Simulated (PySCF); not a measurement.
C9H10O.
SMILES with atom numbers: `[CH2:1]=[CH:2]/[CH:3]=[C:4](\[CH3:5])[c:6]1[cH:7][cH:8][cH:9][o:10]1` (hydrogens: H11, H12 on C1; H13 on C2; H14 on C3; H15, H16, H17 on C5; H18 on C7; H19 on C8; H20 on C9)

The same species was optimised twice, with GFN2-xTB and with PBE0-D3(BJ)/def2-SVP (PySCF), and the same property calculations (PySCF, gas phase) were run on both structures.

| coordinate | GFN2-xTB | PBE0-D3(BJ)/def2-SVP | change |
| --- | --- | --- | --- |
| C7–C8 (Å) | 1.411 | 1.426 | +0.015 |
| C1=C2 (Å) | 1.333 | 1.344 | +0.011 |
| C3=C4 (Å) | 1.350 | 1.358 | +0.008 |
| C2–C3 (Å) | 1.437 | 1.445 | +0.008 |
| C9–O10 (Å) | 1.341 | 1.346 | +0.005 |
| C4–C6 (Å) | 1.447 | 1.450 | +0.003 |
| C8–C9 (Å) | 1.361 | 1.364 | +0.003 |
| C6–O10 (Å) | 1.356 | 1.357 | +0.001 |
| C6–C7 (Å) | 1.376 | 1.376 | 0.000 |
| C4–C5 (Å) | 1.500 | 1.500 | 0.000 |
| C4–C6–C7 (°) | 130.8 | 131.9 | +1.1 |
| C1–C2–C3 (°) | 122.5 | 123.7 | +1.2 |
| C4–C6–O10 (°) | 120.0 | 119.0 | -1.0 |
| C2–C3–C4 (°) | 127.7 | 127.0 | -0.7 |
| C6–O10–C9 (°) | 107.6 | 108.1 | +0.5 |
| C3–C4–C5 (°) | 125.3 | 124.7 | -0.6 |
| C3–C4–C6 (°) | 119.7 | 120.2 | +0.5 |
| C8–C9–O10 (°) | 110.8 | 110.5 | -0.3 |
| C1–C2–C3–C4 (°) | 180 | 180 | 0 |
| C3–C4–C6–C7 (°) | 180 | 180 | 0 |

Rotational constants: A = 3168, B = 758.3, C = 614.2 MHz (GFN2-xTB) against A = 3175, B = 748.1, C = 607.7 MHz (PBE0-D3(BJ)/def2-SVP). Point groups within 0.08 Å: Cs and Cs. Atoms that the bonding makes alike are paired by their places after alignment.

On the GFN2-xTB structure: HOMO (eV) -5.74 [PBE0/pcSseg-1]; LUMO (eV) -1.28 [PBE0/pcSseg-1]; dipole (D) 1.04 [PBE0/pcSseg-1]; GIAO shielding of C1 (ppm) 61.6 [PBE0/pcSseg-1]; GIAO shielding of C2 (ppm) 47.0 [PBE0/pcSseg-1]; GIAO shielding of C3 (ppm) 54.8 [PBE0/pcSseg-1]; GIAO shielding of C4 (ppm) 54.8 [PBE0/pcSseg-1]; GIAO shielding of C5 (ppm) 172.2 [PBE0/pcSseg-1]; GIAO shielding of C6 (ppm) 24.7 [PBE0/pcSseg-1]; GIAO shielding of C7 (ppm) 72.9 [PBE0/pcSseg-1]; GIAO shielding of C8 (ppm) 68.3 [PBE0/pcSseg-1].

Question: What do these properties become on the PBE0-D3(BJ)/def2-SVP structure?

Answer: 
```
                                    property          level  on GFN2-xTB  on PBE0-D3(BJ)/def2-SVP  change
                                   HOMO (eV)  PBE0/pcSseg-1        -5.74                    -5.77   -0.03
                                   LUMO (eV)  PBE0/pcSseg-1        -1.28                    -1.34   -0.06
                                  dipole (D)  PBE0/pcSseg-1         1.04                     1.03   -0.01
energy, GFN2-xTB geometry as zero (kcal/mol)  PBE0/pcSseg-1          0.0                     -0.6    -0.6
                  GIAO shielding of C1 (ppm)  PBE0/pcSseg-1         61.6                     58.9    -2.7
                  GIAO shielding of C2 (ppm)  PBE0/pcSseg-1         47.0                     44.4    -2.6
                  GIAO shielding of C3 (ppm)  PBE0/pcSseg-1         54.8                     53.3    -1.5
                  GIAO shielding of C4 (ppm)  PBE0/pcSseg-1         54.8                     53.4    -1.4
                  GIAO shielding of C5 (ppm)  PBE0/pcSseg-1        172.2                    170.5    -1.7
                  GIAO shielding of C6 (ppm)  PBE0/pcSseg-1         24.7                     25.0    +0.3
                  GIAO shielding of C7 (ppm)  PBE0/pcSseg-1         72.9                     72.0    -0.9
                  GIAO shielding of C8 (ppm)  PBE0/pcSseg-1         68.3                     67.1    -1.2
```

The heavy atoms differ by 0.020 Å rms after alignment. Among bonds between heavy atoms C7–C8 changes most (+0.015 Å). Changes are differences of the printed values. Neither structure is proved a minimum here.

The values belong to the conformer `[CH2:1]=[CH:2]/[CH:3]=[C:4](\[CH3:5])[c:6]1[cH:7][cH:8][cH:9][o:10]1`: C1–C2–C3–C4 180°, C3–C4–C6–C7 180°.
